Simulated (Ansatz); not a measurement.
A run for Ansatz (a first-principles code): R-BHLYP/def2-TZVPPD on CH3F3O (a complex). Files ending in .json are basis or fitting sets from the Basis Set Exchange.

Ansatz 0.2 input:
```yaml
crystal:
  periodic: [false, false, false]
  atoms:
    - {symbol: O, position_ang: [0.20833246, -0.05705035, 0.03326065]}
    - {symbol: H, position_ang: [0.33080413, 0.77345075, -0.43858485]}
    - {symbol: H, position_ang: [0.69397147, -0.71782353, -0.47160150]}
    - {symbol: F, position_ang: [0.61609434, 1.14121449, 3.66732710]}
    - {symbol: C, position_ang: [0.22459258, -0.08913176, 3.28979439]}
    - {symbol: F, position_ang: [-0.89864410, -0.39277015, 3.96172538]}
    - {symbol: F, position_ang: [1.17989996, -0.96065759, 3.66008874]}
    - {symbol: H, position_ang: [0.06437184, -0.12802752, 2.21327443]}
basis:
  gaussian:
    orbitals: def2-TZVPPD.json
hamiltonian:
  xc: {name: BHLYP}
scf: {lower_state_search: off}
```

The head of its log:

```
WARN ansatz: RAYON_NUM_THREADS=2 ignored (pool sized by the plan → 2); use --threads N
Functional definition: BHLYP
these checks for a lower state are left out or cut short: stability, starts, cluster_reference, orbital_swaps, neighbouring_geometries, increment
integrals: 0.15 GiB planned
1270 factors; their error is unknown
mean field: 1.45 GiB planned
mean field evaluation 1: about -11279.3832 eV, gradient 5.8e1 eV
mean field evaluation 2: about -11277.7289 eV, gradient 6.7e1 eV
```

Task: Give the final energy of this run.

Result: -414.6929 hartree.
